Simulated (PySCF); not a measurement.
Species: InEt2(tBu), C8H19In.
Bonds: In1–C2, In1–C9, In1–C16, C2–C3, C9–C10, C16–C17, C16–C18, C16–C19. Hydrogens: H4, H5 on C2; H6, H7, H8 on C3; H11, H12 on C9; H13, H14, H15 on C10; H20, H21, H22 on C17; H23, H24, H25 on C18; H26, H27, H28 on C19.

Computed, not measured: TDDFT CAM-B3LYP/def2-SVPD, vertical, gas phase, core orbitals frozen in the response, def2 core potentials past Kr in PySCF 2.14.0, density-fitted response routines. Isolated species at its PBE0-D3(BJ)/def2-SVP geometry (one conformer only). Spin–orbit coupling is left out.

Question: List the vertical singlet excitations with oscillator strengths and describe the spectrum.

Answer: 

| state | E (eV) | ν̃ (cm⁻¹) | f | main configurations (H = HOMO, L = LUMO) |
| --- | --- | --- | --- | --- |
| S1 | 3.89 | 31390 | 0.0006 | H→L (98%) |
| S2 | 4.29 | 34580 | 0.0001 | H-1→L (98%) |
| S3 | 5.16 | 41640 | 0.078 | H→L+1 (93%) |
| S4 | 5.53 | 44620 | 0.101 | H-1→L+1 (92%) |
| S5 | 6.35 | 51210 | 0.078 | H→L+2 (79%), H→L+3 (14%) |
| S6 | 6.51 | 52490 | 0.0074 | H→L+4 (74%) |
| S7 | 6.64 | 53540 | 0.334 | H→L+3 (64%), H-1→L+4 (10%) |
| S8 | 6.71 | 54160 | 0.019 | H-1→L+2 (61%), H-1→L+3 (24%) |
| S9 | 6.86 | 55360 | 0.101 | H-1→L+4 (58%), H→L+5 (18%) |
| S10 | 7.13 | 57520 | 0.020 | H→L+6 (63%), H→L+7 (14%) |

Triplets (Tamm–Dancoff): T1 3.67 eV, H→L (97%); T2 4.05 eV, H-1→L (97%); T3 4.52 eV, H→L+1 (66%), H→L+3 (21%); T4 4.86 eV, H-1→L+1 (70%), H-1→L+3 (15%).

The lowest singlet lies at 3.89 eV (319 nm, ultraviolet) and is very weak; its leading configuration is HOMO→LUMO (98%). The most intense listed level is S7 at 6.64 eV (187 nm, f = 0.334), 2.75 eV above S1. Löwdin shares by element: HOMO carbon 46% or more, indium 16% (atoms not listed hold the other 38%); LUMO indium 56%, carbon 18% or more (atoms not listed hold the other 26%). The listed states span 3.24 eV, and the widest gap between neighbours is 0.87 eV (S2 to S3). Weighted by f, the mean energy of these states is 6.34 eV. Of the 10 states listed, 7 reach f = 0.01 and 1 stays under 0.0005. No computed singlet lies in the visible range (380 to 750 nm); the lowest, at 319 nm, stands 0.63 eV above its violet end (3.26 eV). Only the lowest 10 singlets were computed, as vertical energies without vibronic structure.

On Intel Xeon Platinum 8259CL at 2.50 GHz, 2 threads, on a shared host, this took 2.3 min wall, 5.0 min CPU (with the writing of density and orbital grids) and 2.8 GiB of memory at its peak.
